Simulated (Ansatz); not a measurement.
`ClB1C[SiH2]1`, relaxed with RKS PBE-D4/def2-SVP in Ansatz from a rough embedded geometry. The force threshold is 0.03 eV/Å; the program also tests the step.

Total charge 0; spin multiplicity 1.

Start:

```xyz
8

Cl   -0.951    2.150   -1.586
B    -0.280    0.838   -0.589
C     0.884    0.170    0.177
Si   -0.441   -0.976    0.436
H     1.696   -0.256   -0.472
H     1.222    0.722    1.099
H    -0.740   -1.969   -0.588
H    -1.391   -0.680    1.523
```

How much energy does the relaxation release, and in how many steps? (An estimate is asked.)

Computed: 92.05 kJ/mol, in 16 steps, 1 of them rejected.

Which bonds change most? (An estimate is asked.)

Computed: C3–Si4 from 1.771 to 2.010 Å; B2–Si4 from 2.090 to 1.947 Å; Si4–H7 from 1.457 to 1.499 Å; Cl1–B2 from 1.779 to 1.744 Å.

Give the relaxed structure. (Best estimate.)

Ansatz gave: 
```xyz
8

Cl   -0.867    2.381   -1.186
B    -0.269    0.805   -0.742
C     0.901    0.298    0.082
Si   -0.757   -0.832    0.190
H     1.518   -0.515   -0.350
H     1.480    0.911    0.798
H    -0.356   -2.225   -0.192
H    -1.650   -0.823    1.400
```
